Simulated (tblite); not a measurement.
C₇H₈O, charge -1, doublet, geometry from GFN2-xTB (a state made from the parent by changing its charge; the spin is typed, not shown lowest); tblite with GFN1-xTB with ALPB(water).

Here is a job for tblite.
```
$ tblite run mol.xyz --method gfn1 --charge -1 --spin 1 --alpb water --json tblite.json --no-restart

# file mol.xyz
16

C     -2.85244637     0.12104586     0.40364234
C     -1.35653744     0.04384248     0.19780971
C     -0.51317418     0.69714256     1.07399337
C      0.92427427     0.64301766     0.86077453
C      1.40476273    -0.06894844    -0.22366714
O      2.79780312    -0.12966404    -0.44173020
C      0.57900027    -0.72601675    -1.10521236
C     -0.85612172    -0.66557300    -0.88207204
H     -3.33705407    -0.81257766     0.11131366
H     -3.09489473     0.32359776     1.44835031
H     -3.28751045     0.92314510    -0.20134839
H     -0.89948791     1.25305374     1.92222612
H      1.59857798     1.15407491     1.54432546
H      3.19369358     0.38431560     0.27066129
H      0.98402782    -1.27492021    -1.94397149
H     -1.51832279    -1.18043904    -1.56932591
```

Output, abridged:

```
xTB calculator
 | screened Coulomb repulsion
 | Coulomb electrostatics
 |  * isotropic Klopman-Ohno-Mataga-Nishimoto electrostatics
 |  * onsite third-order electrostatics
 | DFT-D3(BJ) dispersion correction
 | Interactions (3)
 | [1] alpb/gbsa reaction field model
 | [2] cds contribution to solvation
 | [3] empirical free energy shift and standard state/solvent correction

halogen bonding energy    0.0000000000000E+00 Eh
repulsion energy          3.3468881319019E-01 Eh
dispersion energy        -6.8596583575081E-03 Eh
interaction energy        1.8657021499908E-03 Eh
number of electrons       4.3000000000000E+01 e
integral cutoff           1.9731147476801E+01 bohr

------------------------------------------------------------
  cycle        total energy    energy error   density error
------------------------------------------------------------
      1     -23.97193563551  -2.4301630E+01   7.2003516E-01
      2     -24.03649412813  -6.4558493E-02   4.1835737E-01
      3     -24.03894321837  -2.4490902E-03   5.8821870E-02
      4     -24.04093276566  -1.9895473E-03   8.8355378E-03
      5     -24.04103312573  -1.0036007E-04   1.7670573E-03
      6     -24.04103841183  -5.2861016E-06   6.8590133E-04
      7     -24.04103884470  -4.3286127E-07   1.9210177E-04
      8     -24.04103886343  -1.8734042E-08   6.5181655E-05
      9     -24.04103886606  -2.6259031E-09   1.2964306E-05
------------------------------------------------------------

electronic energy        -2.4370733723038E+01 Eh
total energy             -2.4041038866055E+01 Eh

Post processing:
 | Mayer-Wiberg bond orders

[Info] JSON dump of results written to 'tblite.json'
```
